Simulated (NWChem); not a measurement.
ZnF₂; SMILES [Zn]([F])[F]

Task: Give the equilibrium geometry at PBE-D3(BJ)/def2-SVP (NWChem) as a list of bonds and angles, with the point group.

Result: point group D*h; any orientation.
Bonded distances (Å): Zn1–F2 1.739, Zn1–F3 1.739. Angles (°): F2–Zn1–F3 180.0.
